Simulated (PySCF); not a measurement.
Ca: excitation energy

Ca [Ar] 4s2 (1S) → Ca [Ar] 4p2 (3P), as a difference of total energies. All numbers are calculated (PySCF 2.14, scalar relativity by spin-free X2C-1e, in aug-cc-pwCVTZ-X2C with one added diffuse shell each of s, p, d, f type (10s9p7d4f, 100 functions)). Correlated levels: valence and next inner shell: [Ne] frozen. The calculations carry no spin-orbit coupling.

```csv
method,excitation energy (eV)
UHF,4.175
MP2 (valence and next inner shell),4.973
SCS-MP2 (valence and next inner shell),5.087
CCSD (valence and next inner shell),4.856
CCSD(T) (valence and next inner shell),4.869
```

**Question.** How much does correlation contribute at CCSD(T) (valence and next inner shell)?

**Answer.** 4.869 − (4.175) = 0.694 eV, measured against UHF.

Errors of the correlated levels include the incompleteness of this basis and the frozen core.

The coupled-cluster amplitudes are large for the upper state (T1 above 0.03 or a double amplitude above 0.15), so a single reference is strained.

For comparison: 4.774 eV (measured; NIST levels, between the centres of gravity of the two terms).
